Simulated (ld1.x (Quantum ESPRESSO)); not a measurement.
chromium: TM pseudisation with LDA (PZ), scalar-relativistic reference atom.

```json
{"Element": "Cr (Z = 24)", "Generator": "ld1.x (Quantum ESPRESSO) 7.5", "Type": "norm-conserving Troullier–Martins (Kleinman–Bylander form)", "Functional": "LDA (PZ)", "Relativity": "scalar-relativistic", "Frozen core": "[Ar]", "Valence charge": "6", "Reference configuration": "3d5 4s1 4p0", "Partial waves": "4s (bound): rc 2.35 bohr; 4p (bound, empty): rc 4.10 bohr; 3d (bound): rc 1.80 bohr", "Local potential": "all-electron potential smoothed inside 2.30 bohr (lloc = -2)", "Core correction": "Bessel-smoothed model core inside 1.25 bohr"}
```

All-electron outer shells of the reference configuration (LDA (PZ), scalar-relativistic, ld1.x):

| shell | level (eV) | outermost node (bohr) | outermost maximum (bohr) |
| --- | --- | --- | --- |
| 3s | -73.56 | 0.36 | 0.78 |
| 3p | -45.35 | 0.33 | 0.80 |
| 4s | -4.20 | 1.12 | 2.74 |
| 3d | -3.13 | – | 0.84 |
| 4p | -1.08 | 1.25 | 3.85 |

Calculated quality:

- Cutoffs needed: 70 Ry and 90 Ry (the cutoffs (Ry, on a coarse ladder) from which the occupation-weighted sum of valence levels, in a spherical-Bessel basis at the reference potential, stays within 10 and 1 mRy of its value at 400 Ry)
- Ghost test: no extra level below or beside the all-electron valence levels (s, p, d, f tested) (spherical-Bessel basis up to 400 Ry, 20 bohr box)
- Configuration tests: 1 of 9 tests not solved or not reliable

Generation and tests took about 1.6 s on one core of a shared server CPU.
